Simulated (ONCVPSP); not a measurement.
# LDA (Perdew-Zunger) ONCV dataset for Pm, scalar-relativistic all-electron reference.

The input file (ONCVPSP 4.0.1):

```
# ATOM AND REFERENCE CONFIGURATION
# atsym  z   nc   nv     iexc    psfile
  Pm 61.00    9    4        3      upf
#
#   n    l    f
    1    0    2.00
    2    0    2.00
    2    1    6.00
    3    0    2.00
    3    1    6.00
    3    2   10.00
    4    0    2.00
    4    1    6.00
    4    2   10.00
    4    3    5.00
    5    0    2.00
    5    1    6.00
    6    0    2.00
#
# PSEUDOPOTENTIAL AND OPTIMIZATION
# lmax
    3
#
#   l,   rc,      ep,       ncon, nbas, qcut
    0    2.25    0.00    4    8    5.00
    1    2.60    0.00    4    9    5.70
    2    2.80    0.22    3    8    3.50
    3    1.15    0.00    4    8   12.30
#
# LOCAL POTENTIAL
# lloc, lpopt,  rc(5),   dvloc0
    4    5    1.05    3.00
#
# VANDERBILT-KLEINMAN-BYLANDER PROJECTORs
# l, nproj, debl
    0    2    3.20
    1    2    0.70
    2    2    2.10
    3    2    1.50
#
# MODEL CORE CHARGE
# icmod, fcfact, rcfact
    3    3.25    1.35
#
# LOG DERIVATIVE ANALYSIS
# epsh1, epsh2, depsh
   -3.00    5.00    0.02
#
# OUTPUT GRID
# rlmax, drl
    6.00    0.01
#
# TEST CONFIGURATIONS
# ncnf
    4
# nvcnf
#   n    l    f
    4
    4    3    5.00
    5    0    2.00
    5    1    6.00
    6    0    1.00
#
    4
    4    3    5.00
    5    0    2.00
    5    1    6.00
    6    0    0.00
#
    4
    4    3    4.00
    5    0    2.00
    5    1    6.00
    6    0    0.00
#
    4
    4    3    5.00
    5    0    2.00
    5    1    5.00
    6    0    2.00
#
```

Command:

```bash
oncvpsp.x < Pm.dat > Pm.out
```

The program printed (shortened: citation, most of the input echo, consistency checks and plot data are left out):

```
ONCVPSP  (Optimized Norm-Conservinng Vanderbilt PSeudopotential)
scalar-relativistic version 4.0.1

#   n    l    f        energy (Ha)
    1    0    2.00    -1.6529921E+03
    2    0    2.00    -2.6879489E+02
    2    1    6.00    -2.4015095E+02
    3    0    2.00    -5.8595661E+01
    3    1    6.00    -4.9601346E+01
    3    2   10.00    -3.7244525E+01
    4    0    2.00    -1.1632614E+01
    4    1    6.00    -8.6790166E+00
    4    2   10.00    -4.5069315E+00
    4    3    5.00    -8.6119734E-02
    5    0    2.00    -1.5429044E+00
    5    1    6.00    -8.3609982E-01
    6    0    2.00    -1.3534099E-01

Reference configufation results
  iterations    33
  all-electron total energy (Ha)   -1.00135183D+04

Begin loop to  construct optimized pseudo wave functions
and semi-local pseudopoentials for all angular momenta

Calculating optimized projector #   1

 for l=   0

    Fraction of norm inside rc  0.939881
    Optimizing pswf for qcut=   5.01 a_B^-1,  ecut=  12.54 Ha
    Residual kinetic energy error=  1.56D-05 Ha

    Energy error per electron        Cutoff
         Ha          eV             Ha
         0.01000     0.27211        6.58
         0.00100     0.02721        9.15
         0.00010     0.00272       11.09
         0.00001     0.00027       15.74

Calculating optimized projector #   2

 for l=   0

    Fraction of norm inside rc  0.054448
    Optimizing pswf for qcut=   5.01 a_B^-1,  ecut=  12.54 Ha
    Residual kinetic energy error=  1.20D-05 Ha

    Energy error per electron        Cutoff
         Ha          eV             Ha
         0.01000     0.27211        2.97
         0.00100     0.02721        8.30
         0.00010     0.00272       10.69
         0.00001     0.00027       13.29

WARNING wellstate: negative energy specified for n= 6 l=  1
WARNING scattering state with energy  0.25000000
WARNING will be used for the first projector

   Wellstate for l =  1  n =  6
     eigenvalue =   0.2500
     asymptotic potential =   0.7500
     half-point radius =  4.2348

Calculating optimized projector #   1

 for l=   1

    Fraction of norm inside rc  0.920796
    Optimizing pswf for qcut=   5.70 a_B^-1,  ecut=  16.27 Ha
    Residual kinetic energy error=  2.47D-08 Ha

    Energy error per electron        Cutoff
         Ha          eV             Ha
         0.01000     0.27211        4.54
         0.00100     0.02721        5.88
         0.00010     0.00272        7.53
         0.00001     0.00027       11.67

Calculating optimized projector #   2

 for l=   1

    Fraction of norm inside rc  0.171928
    Optimizing pswf for qcut=   5.70 a_B^-1,  ecut=  16.27 Ha
    Residual kinetic energy error=  1.73D-07 Ha

    Energy error per electron        Cutoff
         Ha          eV             Ha
         0.01000     0.27211        4.15
         0.00100     0.02721        5.77
         0.00010     0.00272       10.76
         0.00001     0.00027       13.22

WARNING wellstate: moderately localized bound state found for n= 5 l=  2
WARNING scattering state with energy  0.05000000
WARNING will be used for the first projector

   Wellstate for l =  2  n =  6
     eigenvalue =   0.0500
     asymptotic potential =   0.5500
     half-point radius = 24.1345

   Wellstate for l =  2  n =  8
     eigenvalue =   2.1500
     asymptotic potential =   2.6500
     half-point radius =  5.5623

Calculating optimized projector #   1

 for l=   2

    Fraction of norm inside rc  0.078757
    Optimizing pswf for qcut=   3.50 a_B^-1,  ecut=   6.12 Ha
    Residual kinetic energy error=  7.70D-05 Ha

    Energy error per electron        Cutoff
         Ha          eV             Ha
         0.01000     0.27211        2.91
         0.00100     0.02721        4.59
         0.00010     0.00272        5.96
         0.00001     0.00027       23.60

Calculating optimized projector #   2

 for l=   2

    Fraction of norm inside rc  0.174885
    Optimizing pswf for qcut=   3.50 a_B^-1,  ecut=   6.12 Ha
    Residual kinetic energy error=  9.12D-03 Ha

    Energy error per electron        Cutoff
         Ha          eV             Ha
         0.01000     0.27211        6.05
         0.00100     0.02721       12.01
         0.00010     0.00272       39.22
         0.00001     0.00027       60.42

   Wellstate for l =  3  n =  5
     eigenvalue =   1.4139
     asymptotic potential =   1.9139
     half-point radius =  2.7985

Calculating optimized projector #   1

 for l=   3

    Fraction of norm inside rc  0.676827
    Optimizing pswf for qcut=  12.29 a_B^-1,  ecut=  75.49 Ha
    Residual kinetic energy error=  1.49D-03 Ha

    Energy error per electron        Cutoff
         Ha          eV             Ha
         0.01000     0.27211       66.83
         0.00100     0.02721       87.48
         0.00010     0.00272      204.53

Calculating optimized projector #   2

 for l=   3

    Fraction of norm inside rc  0.113332
    Optimizing pswf for qcut=  12.29 a_B^-1,  ecut=  75.49 Ha
    Residual kinetic energy error=  1.11D-03 Ha

    Energy error per electron        Cutoff
         Ha          eV             Ha
         0.01000     0.27211       65.15
         0.00100     0.02721       76.21
         0.00010     0.00272      138.25
         0.00001     0.00027      220.45

Construct Vanderbilt / Kleinmman-Bylander projectors

B matrix Hermiticity error, ll=   0
   1   2    1.0101E-04

  Orthonormal projector coefficients  1.1725E+01  1.1232E+00

B matrix Hermiticity error, ll=   1
   1   2    1.0244E-04

  Orthonormal projector coefficients  7.8438E+00  6.2843E-01

B matrix Hermiticity error, ll=   2
   1   2   -3.5261E-05

  Orthonormal projector coefficients  4.0918E+00 -2.4696E+00

B matrix Hermiticity error, ll=   3
   1   2    3.3621E-04

  Orthonormal projector coefficients -1.8049E+01 -6.6891E+00

Model core correction analysis
  based on d2Exc/dn_idn_j

d2excae - all-electron derivatives

   -1.699031D-02   -1.267870D-02   -1.013657D-02   -1.817248D-03
   -1.267869D-02   -2.298433D-02   -2.038744D-02   -1.808735D-03
   -1.013658D-02   -2.038740D-02   -2.060971D-02   -3.291075D-03
   -1.816824D-03   -1.808652D-03   -3.290584D-03   -2.341870D-02

d2excps - pseudofunction derivatives with no core correction

   -4.634862D-02   -2.440140D-02   -1.663399D-02   -2.782943D-03
   -2.440278D-02   -2.611788D-02   -2.245456D-02   -2.092691D-03
   -1.663496D-02   -2.245463D-02   -2.219390D-02   -3.463049D-03
   -2.782630D-03   -2.092611D-03   -3.462545D-03   -2.344406D-02

rms 2nd derivative error    8.818281E-03

rmatch, rhocmatch    1.0254    7.2370

Teter function model core charge with specified parameters

d2excps - pseudofunction derivatives with core correction

   -3.335070D-02   -1.887881D-02   -1.361946D-02   -2.331295D-03
   -1.887836D-02   -2.204784D-02   -1.991313D-02   -1.808241D-03
   -1.361887D-02   -1.991305D-02   -2.037598D-02   -3.303945D-03
   -2.330889D-03   -1.808151D-03   -3.303453D-03   -2.342143D-02

rms 2nd derivative error    4.813438E-03

Pseudoatom total energy  -68.949801

Diagnostic tests using Vanderbilt-Kleinman-Bylander pseudopotentials
  1 or more projectors used as specified by nproj input data

   l    rcore       rmatch      e in        delta e   norm test  slope test

   0   2.2584568   2.3270285  -1.5429044   0.0000011   1.0001369   1.0001329
   0   2.2584568   2.3270285  -0.1353410   0.0000013   1.0000232   1.0000190

   1   2.6071339   2.6862921  -0.8360998  -0.0000002   1.0000767   1.0000779
   1   2.6071339   2.6862921   0.2500000   0.0000045   1.0001505   1.0001505

   2   2.8011677   2.8862172   0.0500000  -0.0000611   0.9999727   0.9999727
   2   2.8011677   2.8862172   2.1500000  -0.0001880   1.0000101   1.0000101

   3   1.1556810   1.1907699  -0.0861197   0.0000247   1.0002397   1.0001800
   3   1.1556810   1.1907699   1.4138803  -0.0000040   1.0004911   1.0004911

 Testing for bound ghosts
   n   l    E NL Schr. Eq   E Basis Diag.   E Cutoff

       0                       -3.251057     51.82  WARNING - GHOST(-)
   1   0       -1.542903       -1.542893     51.82
   2   0       -0.135340       -0.103506     51.82

   2   1       -0.836100       -0.836096     58.37

   3   2       -0.071704       -0.068177     44.03

   4   3       -0.086095       -0.074553    290.83

 Testing for highly-localized positive-energy ghosts
       l    <radius>/rc     E Basis Diag.   E Cutoff

       1        0.414036        2.316686     58.37  WARNING - GHOST(+)

       2        0.383128        2.982982     44.03  WARNING - GHOST(+)

Test configuration 0

   n   l     f        eae           eps        diff
   1   0  2.0000-1652.99211041
   2   0  2.0000 -268.79488856
   2   1  6.0000 -240.15094910
   3   0  2.0000  -58.59566050
   3   1  6.0000  -49.60134602
   3   2 10.0000  -37.24452451
   4   0  2.0000  -11.63261427
   4   1  6.0000   -8.67901658
   4   2 10.0000   -4.50693150
   4   3  5.0000   -0.08611973   -0.08609500    2.47D-05
   5   0  2.0000   -1.54290435   -1.54290324    1.11D-06
   5   1  6.0000   -0.83609982   -0.83610003   -2.13D-07
   6   0  2.0000   -0.13534099   -0.13533971    1.28D-06

    Total energies and differences
      AE_ref= -1.00135183D+04  AE_tst= -1.00135183D+04  dif=  0.00D+00
      PS_ref= -6.89498007D+01  PS_tst= -6.89498007D+01  dif= -1.99D-13
      PSP excitation error=  1.99D-13

Test configuration 1

   n   l     f        eae           eps        diff
   1   0  2.0000-1653.21671911
   2   0  2.0000 -269.01841000
   2   1  6.0000 -240.37460919
   3   0  2.0000  -58.81778177
   3   1  6.0000  -49.82349732
   3   2 10.0000  -37.46680855
   4   0  2.0000  -11.85529171
   4   1  6.0000   -8.90189278
   4   2 10.0000   -4.73013798
   4   3  5.0000   -0.30958534   -0.30992089   -3.36D-04
   5   0  2.0000   -1.76883673   -1.76856795    2.69D-04
   5   1  6.0000   -1.06119863   -1.06105199    1.47D-04
   6   0  1.0000   -0.31494833   -0.31491427    3.41D-05

    Total energies and differences
      AE_ref= -1.00135183D+04  AE_tst= -1.00132948D+04  dif=  2.24D-01
      PS_ref= -6.89498007D+01  PS_tst= -6.87264931D+01  dif=  2.23D-01
      PSP excitation error=  2.29D-04

Test configuration 2

   n   l     f        eae           eps        diff
   1   0  2.0000-1653.47861383
   2   0  2.0000 -269.27853635
   2   1  6.0000 -240.63493129
   3   0  2.0000  -59.07579643
   3   1  6.0000  -50.08155395
   3   2 10.0000  -37.72506455
   4   0  2.0000  -12.11400112
   4   1  6.0000   -9.16086953
   4   2 10.0000   -4.98954700
   4   3  5.0000   -0.56878297   -0.56979173   -1.01D-03
   5   0  2.0000   -2.03111891   -2.03053061    5.88D-04
   5   1  6.0000   -1.32120281   -1.32085101    3.52D-04

    Total energies and differences
      AE_ref= -1.00135183D+04  AE_tst= -1.00128852D+04  dif=  6.33D-01
      PS_ref= -6.89498007D+01  PS_tst= -6.83168869D+01  dif=  6.33D-01
      PSP excitation error=  1.81D-04

Test configuration 3

psatom: WARNING lschvkbb convergence error n,l,iter=   4   3   3
ea(ii),et,emin,emax -8.609500E-02 -9.470450E-02 -9.470450E-02 -9.470450E-02
run_config: WARNING for fully non-local PS atom, stg. 1
 WARNING no output for configuration 4

Test configuration 4

   n   l     f        eae           eps        diff
   1   0  2.0000-1653.40854412
   2   0  2.0000 -269.20050090
   2   1  6.0000 -240.55814459
   3   0  2.0000  -58.98969697
   3   1  6.0000  -49.99568153
   3   2 10.0000  -37.63976693
   4   0  2.0000  -12.02883752
   4   1  6.0000   -9.07634478
   4   2 10.0000   -4.90566337
   4   3  5.0000   -0.47732630   -0.47908830   -1.76D-03
   5   0  2.0000   -1.93031522   -1.93113824   -8.23D-04
   5   1  5.0000   -1.20712103   -1.20884476   -1.72D-03
   6   0  2.0000   -0.36620361   -0.36610652    9.71D-05

    Total energies and differences
      AE_ref= -1.00135183D+04  AE_tst= -1.00125023D+04  dif=  1.02D+00
      PS_ref= -6.89498007D+01  PS_tst= -6.79324217D+01  dif=  1.02D+00
      PSP excitation error= -1.34D-03
```

Note: ghosts flagged at negative energy: s at -88.5 eV; GHOST(+) flagged for p at 63.0 eV, d at 81.2 eV. A true bound ghost makes a file unfit for plane-wave use.

The run took about 6.1 s on one core of a shared server CPU.
